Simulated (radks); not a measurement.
Results of a calculation; reference values are marked as such.
Ionisation of the zirconium ion Zr+, [Kr] 4d2 5s1, to Zr2+, [Kr] 4d2, under several functionals. Scalar-relativistic Kohn-Sham, spin-polarised, spherical densities, finite nucleus; open shells are filled with parallel spins first (spin-orbit coupling, left out, can overturn this in heavy ions); a radial shooting solver on a logarithmic mesh with Libxc functionals.

functional                                        E(Zr+) (hartree)  Exc (hartree)  IE (eV)  -e(HOMO) (eV)  <r> HOMO (bohr)  IE error (eV)
exchange-only PBE                                      -3596.34383     -111.81638   13.173          9.927            2.183         +0.043
MS2 meta-GGA                                           -3598.28921     -113.74349   13.300         10.491            3.381         +0.170
PBE                                                    -3598.27403     -113.78808   13.461         10.535            3.365         +0.331
LDA (Slater exchange, Perdew-Zunger correlation)       -3594.32453     -109.78725   13.700         10.732            3.345         +0.570
SOGGA                                                  -3595.93497     -111.42000   13.386         10.502            3.353         +0.256
BLYP                                                   -3598.77727     -114.28959   13.398         10.374            2.141         +0.268
Wu-Cohen GGA                                           -3597.68139     -113.18899   13.514         10.616            3.343         +0.384

NIST Atomic Spectra Database: 13.130 eV (measured). Closest: exchange-only PBE. The Delta-SCF values span 0.53 eV, the total energies 4.45 hartree. The highest occupied level is 4d. Open shells are spherical and high-spin; term and fine-structure splittings are not resolved.
